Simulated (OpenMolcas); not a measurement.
## V2+ in NaF

V2+ with its 6 nearest fluoride ions at 2.176 Å, on the Na site of NaF (a = 4.634 Å, distance in the model lattice 2.317 Å). The rest of the host is ab initio model potentials to 7.6 Å, with orthogonalisation functions on the cations behind the ligands, and point charges beyond; the distance is set by hand and nothing relaxes, and no local charge compensation is placed. Ligand basis ANO-RCC-VDZP.
```
V     0.0000    0.0000    0.0000
F     2.1760    0.0000    0.0000
F     0.0000    2.1760    0.0000
F    -2.1760    0.0000    0.0000
F     0.0000   -2.1760    0.0000
F     0.0000    0.0000    2.1760
F     0.0000    0.0000   -2.1760
```

```yaml
Program: OpenMolcas
Method: "SS-CASPT2, IPEA 0.25 Eh, imaginary shift 0.1 Eh (closed shells correlated: 3s 3p and the ligand valence shells)"
Basis: ANO-RCC-VTZP [6s5p3d2f1g]
Scalar_Hamiltonian: DKH2, point nucleus
Active_space: 3 electrons in 5 orbitals (3d)
State_averaging: 2S+1 = 4 even, 10 roots; 2S+1 = 2 even, 40 roots
Spin-orbit_coupling: state interaction with AMFI integrals over the reference wave functions
```

The lowest spin-free states (labels of O, the rotations of Oh), above the lowest:

| State | Degeneracy | E (cm-1) | Free-ion L (%) |
| --- | --- | --- | --- |
| 4A2 | 1 | 0 | F (100) |
| 4T2 | 3 | 10150 | F (100) |
| 2E | 2 | 12880 | G (63) |
| 2T1 | 3 | 13690 | G (47) |
| 4T1 | 3 | 15350 | F (89) |
| 2T2 | 3 | 17970 | D (44) |
| 2A1 | 1 | 19970 | G (100) |
| 2T2 | 3 | 23660 | G (50) |
| 2T1 | 3 | 24060 | H (52) |
| 4T1 | 3 | 24410 | P (89) |
| 2E | 2 | 24730 | H (51) |
| 2T1 | 3 | 28370 | P (46) |
| 2T2 | 3 | 34430 | D (58) |
| 2T1 | 3 | 35080 | H (71) |
| 2A2 | 1 | 35480 | F (100) |
| 2T2 | 3 | 36660 | F (83) |
| 2E | 2 | 41250 | D (43) |
| 2T1 | 3 | 42680 | F (86) |
| 2E | 2 | 54390 | D (94) |
| 2T2 | 3 | 59140 | D (92) |

The lowest levels with spin-orbit coupling:

```json
{"E (cm-1)": "0", "Degeneracy": "4", "Label": "Γ8", "2S+1": "4", "g": ""}
{"E (cm-1)": "10080", "Degeneracy": "2", "Label": "Γ7", "2S+1": "4", "g": "2.93 2.93 2.93"}
{"E (cm-1)": "10120", "Degeneracy": "4", "Label": "Γ8", "2S+1": "4", "g": ""}
{"E (cm-1)": "10180", "Degeneracy": "4", "Label": "Γ8", "2S+1": "4", "g": ""}
{"E (cm-1)": "10200", "Degeneracy": "2", "Label": "Γ6", "2S+1": "4", "g": "2.39 2.39 2.39"}
{"E (cm-1)": "12890", "Degeneracy": "4", "Label": "Γ8", "2S+1": "2", "g": ""}
{"E (cm-1)": "13650", "Degeneracy": "4", "Label": "Γ8", "2S+1": "2", "g": ""}
{"E (cm-1)": "13740", "Degeneracy": "2", "Label": "Γ6", "2S+1": "2", "g": "0.50 0.50 0.50"}
{"E (cm-1)": "15240", "Degeneracy": "2", "Label": "Γ7", "2S+1": "4", "g": "1.17 1.17 1.17"}
{"E (cm-1)": "15260", "Degeneracy": "4", "Label": "Γ8", "2S+1": "4", "g": ""}
{"E (cm-1)": "15450", "Degeneracy": "4", "Label": "Γ8", "2S+1": "4", "g": ""}
{"E (cm-1)": "15530", "Degeneracy": "2", "Label": "Γ6", "2S+1": "4", "g": "4.12 4.12 4.12"}
{"E (cm-1)": "17970", "Degeneracy": "4", "Label": "Γ8", "2S+1": "2", "g": ""}
{"E (cm-1)": "18040", "Degeneracy": "2", "Label": "Γ7", "2S+1": "2", "g": "1.08 1.08 1.08"}
{"E (cm-1)": "19990", "Degeneracy": "2", "Label": "Γ6", "2S+1": "2", "g": "2.17 2.17 2.17"}
{"E (cm-1)": "23650", "Degeneracy": "2", "Label": "Γ7", "2S+1": "2", "g": "0.57 0.57 0.57"}
{"E (cm-1)": "23670", "Degeneracy": "4", "Label": "Γ8", "2S+1": "2", "g": ""}
{"E (cm-1)": "23910", "Degeneracy": "2", "Label": "Γ6", "2S+1": "2", "g": "0.15 0.15 0.15"}
{"E (cm-1)": "24010", "Degeneracy": "4", "Label": "Γ8", "2S+1": "2 (76 %)", "g": ""}
{"E (cm-1)": "24350", "Degeneracy": "2", "Label": "Γ6", "2S+1": "4", "g": "2.71 2.71 2.71"}
```

Powder χT (cm3 K/mol): 1.8 at 2 K, 1.8 at 10 K, 1.81 at 50 K, 1.82 at 100 K, 1.84 at 200 K, 1.85 at 300 K. The effective moment at 300 K is 2.828 √(χT) = 3.85 μB.

The lowest level has 2S+1 = 4, for which the spin-only value is χT = S(S+1) / 2 = 1.875 cm3 K/mol (g = 2). The computed 1.853 at 300 K differs by -0.022, through orbital momentum, spin-orbit coupling and any other state in reach.

Roots that are degenerate in the reference are averaged as groups; the widest CASPT2 spread within a group is 390 cm-1 (the 3-fold group of multiplicity 2 near 34400 cm-1 above the lowest state of its run). Shifts and gaps below about the spread of the groups concerned are not significant. Over all roots computed the reference weight is 0.73 to 0.74; a low but even weight reflects the number of correlated electrons. Ligand-to-metal charge-transfer states are missing. These CASPT2 states fit no ligand-field parameters well, so their order and spin gaps are uncertain. With no ligand orbital active B as a rule stays too high, so bands that hang on it stand too high and its fall with covalency is understated. With one d shell and no ligand orbital active, 10Dq can be off by tens of per cent for divalent 3d ions, low with halides held by bare charges and at times high in hosts. Free-ion shares, where given, are those of the reference states; single-state CASPT2 does not remix them. No measured value stands beside these numbers; the geometry was set by hand and not optimised.
